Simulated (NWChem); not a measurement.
Species: C2H3BF2; SMILES C=CB(F)F

```xyz
8

B     -0.0210     0.5179     0.0000
F     -0.7381     1.6369     0.0000
F      1.3032     0.6537     0.0000
C     -0.6897    -0.8769     0.0000
C      0.0373    -2.0041     0.0000
H     -1.7770    -0.9493     0.0000
H     -0.4139    -2.9945     0.0000
H      1.1249    -1.9744     0.0000
```
Atoms are numbered in this order, from 1.

Program: NWChem. Pople sets run with spherical d functions. Coordinates come from a B3LYP/6-31G* (spherical d) optimisation. Total energies compare along this basis series because the functional is fixed.

```csv
level,basis functions,energy (Ha),highest occupied level (eV),orbital gap (eV),dipole (D)
PBE/STO-3G,28,-298.1591,-4.31,5.33,0.18
PBE/3-21G,51,-300.6832,-7.16,5.13,1.79
PBE/6-31G*,76,-302.3071,___,___,___
PBE/6-31+G*,96,-302.3305,-7.45,4.90,2.06
PBE/6-311G**,108,-302.4028,-7.36,4.95,1.86
PBE/6-311++G**,131,-302.4112,-7.52,4.88,2.05
```

Problem. Complete the blanks.

Solution. 
- PBE/6-31G*, highest occupied level (eV): -7.04
- PBE/6-31G*, orbital gap (eV): 5.00
- PBE/6-31G*, dipole (D): 1.69
